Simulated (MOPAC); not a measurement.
MOPAC input (PM6):

```
PM6 PRECISE GNORM=0.05 LET XYZ GEO-OK AUX(PRECISION=9) THREADS=1
F2Sr

Sr    0.21449600 1   -0.11091300 1   -0.16384600 1
F    -0.68239500 1    1.67362700 1   -0.92907600 1
F    -0.22325300 1   -1.20532700 1    1.62087000 1
```

From the output:

```
                                                       MOPAC v23.2.5 Linux

          FINAL HEAT OF FORMATION =       -184.16160 KCAL/MOL =    -770.53215 KJ/MOL

          COSMO AREA              =        153.59 SQUARE ANGSTROMS
          COSMO VOLUME            =        175.98 CUBIC ANGSTROMS

          GRADIENT NORM           =          0.00321          =       0.00185 PER ATOM
          IONIZATION POTENTIAL    =         11.839669 EV
          HOMO LUMO ENERGIES (EV) =        -11.840  0.531
          NO. OF FILLED LEVELS    =          8
          MOLECULAR WEIGHT        =        125.6168         POINT GROUP:  D*h

          MOLECULAR DIMENSIONS (Angstroms)

            Atom       Atom       Distance
            F     3    F     2     4.19393
           Sr     1    F     2     0.00018
            F     3   Sr     1     0.00000

          SCF CALCULATIONS        =         15

   ATOM   CHEMICAL          X               Y               Z
  NUMBER   SYMBOL      (ANGSTROMS)     (ANGSTROMS)     (ANGSTROMS)

     1      Sr         -0.10722863  *   0.05544655  *   0.08190882  *
     2       F         -0.35110105  *   1.61169295  *  -1.30224361  *
     3       F          0.13637250  *  -1.50065826  *   1.46626705  *

                             CARTESIAN COORDINATES

   1   Sr       -0.107228632     0.055446552     0.081908825
   2    F       -0.351101047     1.611692949    -1.302243609
   3    F        0.136372505    -1.500658264     1.466267046

           Empirical Formula: Sr F2  =     3 atoms

      MOLECULAR POINT GROUP   :   D*h

                  EIGENVALUES
 -36.27955 -35.34040 -12.80230 -12.80230 -12.48163 -12.48163 -12.44350 -11.83967
   0.53053   0.77812   0.77812   3.28550

              NET ATOMIC CHARGES AND DIPOLE CONTRIBUTIONS

  ATOM NO.   TYPE          CHARGE      No. of ELECS.   s-Pop       p-Pop
    1         Sr           1.167844        0.8322     0.32608     0.50607
    2          F          -0.583922        7.5839     1.97066     5.61326
    3          F          -0.583922        7.5839     1.97066     5.61326
 DIPOLE           X         Y         Z       TOTAL
 POINT-CHG.     0.001    -0.000    -0.001     0.001
 HYBRID         0.000    -0.000    -0.000     0.000
 SUM            0.001    -0.000    -0.001     0.001

          ATOMIC ORBITAL ELECTRON POPULATIONS

     Atom    s        px        py        pz
    1 Sr   0.32608   0.06663   0.23807   0.20138
    2  F   1.97066   1.96488   1.80732   1.84107
    3  F   1.97066   1.96489   1.80735   1.84103

 **********************
 *                    *
 * JOB ENDED NORMALLY *
 *                    *
 **********************

 == MOPAC DONE ==
```

The geometry given is a B3LYP-D3(BJ)/def2-TZVP minimum.
